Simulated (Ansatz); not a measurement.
A calculation with Ansatz (development build ahead of 0.2.0).

```yaml
crystal:
  periodic: [false, false, false]
  atoms:
    - { symbol: Sc, position_ang: [0.0, 0.0, 0.0] }
    - { symbol: P, position_ang: [0.0, 2.5484, 0.0] }
    - { symbol: P, position_ang: [0.0, -2.5484, 0.0] }
basis:
  gaussian: { orbitals: pcseg-2 }
magnetization:
  spin_polarized: true
  initial_magnetization: 5
hamiltonian:
  xc: pbe
```

The input is written out in the form of the current development build from the run's settings.

Results

```
Converged                       : yes
Total energy                    : -1442.77293 hartree
Spin squared of the determinant : 8.779
Stability test                  : minimum
```

Caution: other spin multiplicities may lie lower.
